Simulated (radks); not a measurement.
Question: All-electron atom: Ho4+ in [Kr] 4d10 4f9 5s1.5 5p6 6p0.5 (fractional occupations, a model configuration). Calculated with a radial shooting solver on a logarithmic mesh with Libxc functionals: Dirac Kohn-Sham, PBE, spin-unpolarised, spherical densities, finite nucleus; open shells fill j = l - 1/2 first; Fermi nuclear charge, rms radius 5.2022 fm. Some entries of the table are withheld. Estimate them.

orbital  occ.  eigenvalue (eV)  <1/r> (bohr^-1)  <r^2> (bohr^2)
1s1/2       2        -55481.61            76.04       0.0005883
2s1/2       2        -9324.596            18.25        0.009112
2p1/2       2              (1)            18.23        0.006582
2p3/2       4              (2)            15.88        0.007805
3s1/2       2        -2129.681              (3)         0.06030
3p1/2       2        -1934.294            6.589         0.05589
3p3/2       4        -1755.372            5.992         0.06279
3d3/2       4        -1420.063            5.875         0.04962
3d5/2       6        -1380.985            5.728         0.05154
4s1/2       2        -468.3027            2.797          0.3027
4p1/2       2              (4)            2.690          0.3162
4p3/2       4              (5)            2.486          0.3536
4d3/2       4              (6)            2.270          0.3978
4d5/2       6              (7)            2.220          0.4122
5s1/2     1.5        -100.6799            1.100           1.661
5p1/2       2         -78.0101           0.9916           2.004
5p3/2       4         -71.8112           0.9249           2.249
4f5/2       6         -60.2623              (8)          0.6791
4f7/2       3         -59.1375              (9)          0.6963
5d3/2       0         -40.8337           0.6997           3.825
5d5/2       0         -40.1213           0.6868           3.954
6s1/2       0         -34.7670           0.4755           8.240
6p1/2     0.5         -28.6116           0.4217           10.45
6p3/2       0         -27.3387           0.4027           11.38
5f5/2       0         -17.8179           0.3585           13.70
5f7/2       0         -17.7720           0.3576           13.80
7p1/2       0         -15.1568           0.2447           33.05

Answer: 
(1) 2p1/2 eigenvalue (eV): -8878.430
(2) 2p3/2 eigenvalue (eV): -8021.618
(3) 3s1/2 <1/r> (bohr^-1): 6.673
(4) 4p1/2 eigenvalue (eV): -390.5944
(5) 4p3/2 eigenvalue (eV): -350.1826
(6) 4d3/2 eigenvalue (eV): -222.0384
(7) 4d5/2 eigenvalue (eV): -214.6487
(8) 4f5/2 <1/r> (bohr^-1): 1.736
(9) 4f7/2 <1/r> (bohr^-1): 1.716
